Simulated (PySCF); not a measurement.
**Continuum solvent and chemical shifts**

Geometry:
```json
{"atom": "C1", "x (Å)": "2.316", "y (Å)": "1.484", "z (Å)": "-0.435"}
{"atom": "C2", "x (Å)": "2.425", "y (Å)": "0.009", "z (Å)": "-0.084"}
{"atom": "C3", "x (Å)": "1.104", "y (Å)": "-0.743", "z (Å)": "-0.163"}
{"atom": "N4", "x (Å)": "0.153", "y (Å)": "-0.202", "z (Å)": "0.789"}
{"atom": "N5", "x (Å)": "-1.168", "y (Å)": "-0.648", "z (Å)": "0.725"}
{"atom": "C6", "x (Å)": "-1.344", "y (Å)": "-2.077", "z (Å)": "0.622"}
{"atom": "C7", "x (Å)": "-1.956", "y (Å)": "0.108", "z (Å)": "-0.228"}
{"atom": "C8", "x (Å)": "-2.029", "y (Å)": "1.582", "z (Å)": "0.114"}
{"atom": "H9", "x (Å)": "3.290", "y (Å)": "1.991", "z (Å)": "-0.358"}
{"atom": "H10", "x (Å)": "1.949", "y (Å)": "1.619", "z (Å)": "-1.466"}
{"atom": "H11", "x (Å)": "1.608", "y (Å)": "1.993", "z (Å)": "0.235"}
{"atom": "H12", "x (Å)": "2.837", "y (Å)": "-0.103", "z (Å)": "0.936"}
{"atom": "H13", "x (Å)": "3.149", "y (Å)": "-0.490", "z (Å)": "-0.750"}
{"atom": "H14", "x (Å)": "0.678", "y (Å)": "-0.626", "z (Å)": "-1.175"}
{"atom": "H15", "x (Å)": "1.297", "y (Å)": "-1.829", "z (Å)": "-0.030"}
{"atom": "H16", "x (Å)": "0.492", "y (Å)": "-0.288", "z (Å)": "1.744"}
{"atom": "H17", "x (Å)": "-2.402", "y (Å)": "-2.327", "z (Å)": "0.794"}
{"atom": "H18", "x (Å)": "-0.752", "y (Å)": "-2.580", "z (Å)": "1.403"}
{"atom": "H19", "x (Å)": "-1.053", "y (Å)": "-2.510", "z (Å)": "-0.359"}
{"atom": "H20", "x (Å)": "-1.582", "y (Å)": "-0.019", "z (Å)": "-1.270"}
{"atom": "H21", "x (Å)": "-2.968", "y (Å)": "-0.329", "z (Å)": "-0.220"}
{"atom": "H22", "x (Å)": "-2.652", "y (Å)": "2.120", "z (Å)": "-0.615"}
{"atom": "H23", "x (Å)": "-1.024", "y (Å)": "2.026", "z (Å)": "0.112"}
{"atom": "H24", "x (Å)": "-2.459", "y (Å)": "1.723", "z (Å)": "1.117"}
```

GIAO PBE0/pcSseg-1 in PySCF 2.14 on one PBE0-D3(BJ)/def2-SVP conformer, non-relativistic, equivalent nuclei averaged. Solvents enter as an IEF-PCM continuum (benzene with ε = 2.3, acetone with ε = 20.5) around the gas-phase geometry. Shifts are referred to TMS computed in the same medium.

Gas phase, δ in ppm: C7 48.3, C6 43.5, C3 38.6, C2 24.5, C8 15.5, C1 14.1, H17/H18/H19 2.47, H14/H15 2.45, H20/H21 2.18, H16 1.48, H12/H13 1.20, H22/H23/H24 1.20, H9/H10/H11 1.11. Dipole moment 1.21 D.

(1) How does each δ change in the continuum?

(2) Which of the listed nuclei move most (in ppm), and what does the model miss? (N and O are left out, as their reference compounds move with the solvent too.)

Answers

(1) 
```tsv
atoms	environment	Δδ, benzene	Δδ, acetone
C7	sp3 CH2 bonded to N	+0.2	+0.3
C6	methyl carbon bonded to N	+0.1	+0.1
C3	sp3 CH2 bonded to N	+0.3	+0.7
C2	sp3 CH2	+0.1	+0.1
C8	methyl carbon	+0.2	+0.6
C1	methyl carbon	+0.2	+0.4
H17/H18/H19	hydrogen on a methyl carbon bonded to N	+0.02	+0.06
H14/H15	hydrogen on an sp3 CH2 bonded to N	+0.01	+0.04
H20/H21	hydrogen on an sp3 CH2 bonded to N	+0.02	+0.07
H16	hydrogen on a nitrogen bonded to O or N	+0.16	+0.34
H12/H13	hydrogen on an sp3 CH2	+0.02	+0.06
H22/H23/H24	hydrogen on a methyl carbon	-0.03	-0.07
H9/H10/H11	hydrogen on a methyl carbon	-0.03	-0.06
```

Changes are relative to the gas phase. The dipole moment becomes 1.40 D in benzene, 1.70 D in acetone.

(2) C3 (sp3 CH2 bonded to N, +0.7 ppm) and C8 (methyl carbon, +0.6 ppm) in acetone. A continuum only polarises the solute; specific hydrogen bonds, the anisotropy of aromatic solvents and changes of geometry or conformer are outside it.
